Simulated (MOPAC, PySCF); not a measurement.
C10H8SSi, SMILES `C#Cc1cc([SiH3])cc2ccsc12`, neutral singlet in the gas phase. 

Cartesian coordinates (Å):
```xyz
20

C     -1.5512    -3.6135     0.9846
C     -1.0416    -2.5378     0.6914
C     -0.4754    -1.2744     0.3471
C      0.9194    -1.0727     0.2919
C      1.4880     0.1812    -0.0499
Si     3.3636     0.3867    -0.1052
C      0.6412     1.2637    -0.3447
C     -0.7640     1.1094    -0.3024
C     -1.8041     2.0727    -0.5646
C     -3.0611     1.5412    -0.4195
S     -3.0513    -0.1449     0.0399
C     -1.3061    -0.1632     0.0445
H     -1.9942    -4.5648     1.2439
H      1.5662    -1.9323     0.5258
H      3.9795    -0.5578    -1.1035
H      3.9775     0.0946     1.2386
H      3.6885     1.8018    -0.4988
H      1.0626     2.2456    -0.6125
H     -1.6131     3.1164    -0.8490
H     -4.0244     2.0482    -0.5575
```
Charge 0, multiplicity 1.

All levels are single points at this geometry (PBE-D3(BJ)/def2-SVP); Pople sets use spherical d functions. Orbital energies aren't observables, and empty levels follow the basis.

HF/STO-3G in PySCF gives dipole (D) = 0.65.

Question: Estimate the dipole (D) from each of these levels: PBE-D3(BJ)/def2-TZVP in PySCF; BP86/6-31G* in PySCF; M06-2X/6-31G* in PySCF; PBE/6-31G* in PySCF; PM6 in MOPAC.

Answer: 
| level | dipole (D) |
|---|---|
| PBE-D3(BJ)/def2-TZVP in PySCF | 1.28 |
| BP86/6-31G* in PySCF | 1.13 |
| M06-2X/6-31G* in PySCF | 1.03 |
| PBE/6-31G* in PySCF | 1.12 |
| PM6 in MOPAC | 0.77 |
